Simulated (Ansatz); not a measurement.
C₂H₃Cl₂Si, SMILES `[CH]=C[SiH](Cl)Cl` radical. The species carries charge 0 and has multiplicity 2.

```xyz
8

C     0.925    1.174    0.929
C    -0.020    0.817    0.108
Si   -0.216   -0.971   -0.323
Cl   -0.016   -1.216   -2.345
Cl   -2.086   -1.605    0.212
H     1.333    2.061    1.394
H    -0.704    1.550   -0.335
H     0.785   -1.809    0.360
```

Problem. What are the harmonic wavenumbers in cm⁻¹ at PBE0-D4/def2-TZVP (Ansatz, finite differences of forces, unscaled)? (Estimate.)

Solution. Ansatz gave: 65, 173, 176, 181, 304, 518, 549, 610, 688, 787, 797, 853, 856, 1145, 1651, 2291, 3050, 3249.

Problem. Is this a minimum?

Solution. Yes, all 18 modes are real.

Problem. Give the ideal-gas thermochemistry at 298.15 K and 1 bar (rigid rotor, harmonic oscillator; point group Cs, symmetry number 1).

Solution. Zero-point energy 107.3 kJ/mol; H(298) − E = 127.7 kJ/mol; entropy 358.3 J/(mol·K), of which translation 169.2, rotation 118.4, vibration 65.0, electronic 5.8; G(298) − E = 20.9 kJ/mol. Modes under 100 cm⁻¹ are hindered rotations or soft bends, so the harmonic entropy is rough.

Problem. And at 400, 500, 600, 800 and 1000 K?

Solution. 
```json
{"T (K)": "400", "H − E (kJ/mol)": "138.9", "S (J/mol/K)": "390.3", "G − E (kJ/mol)": "-17.3"}
{"T (K)": "500", "H − E (kJ/mol)": "151.1", "S (J/mol/K)": "417.5", "G − E (kJ/mol)": "-57.7"}
{"T (K)": "600", "H − E (kJ/mol)": "164.2", "S (J/mol/K)": "441.4", "G − E (kJ/mol)": "-100.7"}
{"T (K)": "800", "H − E (kJ/mol)": "192.5", "S (J/mol/K)": "482.0", "G − E (kJ/mol)": "-193.1"}
{"T (K)": "1000", "H − E (kJ/mol)": "222.7", "S (J/mol/K)": "515.7", "G − E (kJ/mol)": "-293.0"}
```

Problem. Rotational constants (cm⁻¹)?

Solution. 0.08045, 0.07246, 0.0409.
